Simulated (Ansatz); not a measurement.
Basis-set extrapolation for C3H9MgN, SMILES `[CH3][Mg][N](C)C` (PBE0-D4/def2-TZVP geometry, frozen core, Ansatz 0.2.0). Multiplicity 1, RHF reference. For Mg the program correlates outer-core shells too, which these sets cover unevenly, so the extrapolated numbers aren't a true limit.

|  | def2-TZVPP | def2-QZVPP |
| --- | --- | --- |
| HF | -372.949184 | -372.966850 |
| MP2 correlation | -0.957185 | -1.046893 |
| CCSD(T) correlation | -1.041730 | not run |

Energies in hartree. Use E(X) = E(∞) + A·exp(−7.88·√X) for Hartree–Fock and E(X) = E(∞) + B·X^(−2.97) for correlation, with X = 3 and 4, and add CCSD(T) minus MP2 of the smaller set to the MP2 limit.

Question: What is the CCSD(T) energy at the basis-set limit?

Answer: HF limit: -372.966850 + (-0.017666) × 0.13774 = -372.96928. MP2 limit: -1.046893 + (-0.089708) × 0.74074 = -1.11334. Higher-order term: -1.041730 − (-0.957185) = -0.08455. Total: -374.16717 hartree, 462.8 kJ/mol below CCSD(T)/def2-TZVPP.
